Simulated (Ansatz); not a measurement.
Two members of one family (BeO nanocrystals, bare), computed with Ansatz in the gas phase. Binding counts from free atoms in the multiplicity of their measured ground term, without zero-point energy. Sets without diffuse functions give affinities that are too small. A dash marks a value that wasn't run or was left out as unsound. The structures are stationary points that may keep the symmetry of their start. Remarks come from the PBE and PBE0 runs and from stability tests at other levels; not every state was tested. A HOMO above zero means that the electron is unbound at that level and held by the basis, or that self-interaction error raises the level; the energy of removing that electron tells which.

First: Be8O8, cut from wurtzite, rearranged, rod, bare (singlet, charge 0, PBE-D4/def2-SVP geometry).

```xyz
16

O    -2.525   -0.210   -2.402
Be   -1.456    0.391   -3.158
Be   -2.012   -0.427   -1.018
O    -0.312    0.085   -0.675
O    -0.471   -0.753    2.004
Be    0.304   -0.082    0.659
Be    0.372   -0.801    3.215
O     1.704   -0.461    3.692
O    -0.135    0.925   -3.363
Be    0.590    0.811   -2.064
O     1.884    0.372    1.057
Be    2.246    0.094    2.461
O    -2.691   -1.039    0.252
Be   -1.787   -1.022    1.307
O     2.044    1.216   -1.651
Be    2.244    0.900   -0.314
```

```
              level  HOMO (eV)  LUMO (eV)  gap (eV)  vertical IE (eV)  vertical EA (eV)  binding per atom (eV)
    PBE-D4/def2-SVP      -5.27      -3.87      1.39                 –                 –                   5.24
   PBE-D4/def2-TZVP      -5.13      -3.85      1.28              8.05              2.07                   5.20
r2SCAN-D4/def2-TZVP      -5.35      -3.35      2.00                 –                 –                   5.15
   PBE0-D4/def2-SVP      -6.68      -3.12      3.57                 –                 –                   5.03
  PBE0-D4/def2-TZVP      -6.53      -3.10      3.43              8.48              1.91                   5.02
```

Second: Be9O9, cut from wurtzite, rearranged, rod, bare (singlet, charge 0, PBE-D4/def2-SVP geometry).

```xyz
18

Be    0.337   -1.981    0.140
O     1.363   -1.365   -0.987
O    -0.951   -2.125   -0.802
Be   -0.014   -1.244   -1.779
Be   -1.735   -0.729   -0.719
O    -0.951    0.033   -1.946
Be    1.901    0.051   -0.667
O     1.429    1.347   -1.484
Be   -0.173    1.304   -1.526
O     0.243   -1.451    1.592
Be   -1.104   -0.617    1.765
O    -2.072   -0.052    0.632
Be    0.870    0.052    1.815
O     1.867    0.718    0.835
O    -0.478    0.777    2.286
Be    1.118    1.861    0.014
Be   -1.201    1.303    0.956
O    -0.449    2.117   -0.125
```

**Question.** Estimate the same table for the second.

**Answer.** 
| level | HOMO (eV) | LUMO (eV) | gap (eV) | vertical IE (eV) | vertical EA (eV) | binding per atom (eV) |
| --- | --- | --- | --- | --- | --- | --- |
| PBE-D4/def2-SVP | -7.27 | -1.87 | 5.40 | – | – | 5.54 |
| PBE-D4/def2-TZVP | -6.89 | -1.84 | 5.05 | 9.34 | 0.35 | 5.50 |
| r2SCAN-D4/def2-TZVP | -7.18 | -1.31 | 5.86 | – | – | 5.47 |
| PBE0-D4/def2-SVP | -8.87 | -1.02 | 7.84 | – | – | 5.35 |
| PBE0-D4/def2-TZVP | -8.45 | -1.06 | 7.39 | 10.10 | 0.03 | 5.34 |

Remarks: HOMO above zero (-1 doublet).
